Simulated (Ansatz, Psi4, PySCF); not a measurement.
Species: cis-(1S,2R)-2-fluorocyclopropane-1-carbaldehyde, C4H5FO (charge 0, singlet). SMILES: C(=O)[C@H]1[C@H](F)C1
Geometry: optimised at B3LYP-D3(BJ)/def2-TZVP (Ansatz, an electronic-structure program).

Property: vertical triplet-singlet gap, E(triplet) - E(singlet), in eV. Set-up: 6-311+G** with 5d; frozen cores in correlated levels; UHF or UKS for open shells; spin-orbit terms left out; each state is the SCF solution reached for its charge and spin; dispersion terms only where a functional's name holds one; non-relativistic; 6-31G* and kin with 6d, 5d where marked. First-principles rows: single points at B3LYP-D3(BJ) geometries (Ansatz). Levels can end on unlike triplets.

| level | program | vertical triplet-singlet gap, E(triplet) - E(singlet) (eV) |
|---|---|---|
| HF/6-31G* | Ansatz | 3.05 |
| HF/6-311+G** | Ansatz | 2.99 |
| PBE/6-31G* | Ansatz | 3.78 |
| PBE/6-311+G** | Ansatz | 3.70 |
| B3LYP/STO-3G | Ansatz | 3.45 |
| B3LYP/3-21G | Ansatz | 3.73 |
| B3LYP/6-31G* | Ansatz | 3.82 |
| B3LYP/6-311+G** | Ansatz | 3.74 |
| M06-2X/6-31G* (5d) | PySCF | 4.02 |
| wB97X-D/6-31G* | Psi4 | 3.88 |
| MP2/6-31G* | Ansatz | 4.53 |
| MP2/6-311+G** | Ansatz | 4.44 |
| PBE/def2-TZVPD | Ansatz | 3.67 |
| wB97X-V/def2-TZVPD | Ansatz | 3.85 |

No value to compare with is used here. The 12 habitual levels span 2.99 (HF/6-311+G**) to 4.53 eV (MP2/6-31G*); PBE/def2-TZVPD gives 3.67.

The levels are drawn from those run, B3LYP/6-31G* more often than the rest, none by its result; left out are runs that failed, that the program found above a lower state of the same kind, or whose <S^2> lies over 0.5 above the pure value.
